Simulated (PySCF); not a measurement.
NMR data simulated for an unnamed compound:

1H NMR (400 MHz, computed): δ 4.24 (m, 1H), 3.32 (m, 1H), 2.04 (m, 2H), 1.89 (m, 2H), 1.75 (m, 2H), 1.67 (m, 2H), 0.08 (br s, 1H).

13C{1H} NMR (computed): δ 74.4 (CH), 62.7 (CH), 37.0 (CH2), 34.4 (CH2).

[PySCF 2.14: PBE0/pcSseg-1 with gauge-including orbitals; geometry from GFN2-xTB; isolated molecule; equivalent nuclei averaged; non-relativistic Hamiltonian; one conformer]

Chemical shifts δ = σref − σ; 1H (σref 31.72), 13C (σref 186.93) against TMS, all at this level.

**Question.** Which of these does the molecule contain: a nitrile, a methoxy group, an OH group, an NH or NH2 group?

**Answer.** 
- A nitrile: no.
- A methoxy group: no.
- An OH group: yes (δH 0.08 (br s)).
- An NH or NH2 group: no.

The data belong to `InChI=1S/C6H11ClO/c7-5-1-3-6(8)4-2-5/h5-6,8H,1-4H2/t5-,6+`; they needn't prove each group on their own.

Carbon signals by region: 2 at 50–100 ppm, 2 below 50 ppm.

OH and NH positions are those of a molecule without intermolecular hydrogen bonds; in solution they move with solvent, concentration and temperature, and exchange usually removes their couplings. Carbons that carry Cl, above all several Cl atoms, come out too deshielded, partly because spin–orbit coupling is missing. Shifts are as computed. Against solution values, carbons near 30 ppm lie about +3 ppm off and those near 130 ppm about +5 ppm; carbons on Cl a further +6 ppm. Of 1211 compounds with measured shifts, 218 miss one by over three times the rms of a fit or turn the order of signals round; such compounds aren't used in these exercises. Multiplicities follow the n + 1 count of equivalent neighbours, as no J values were calculated; m marks all less simple cases, F and P coupling included.
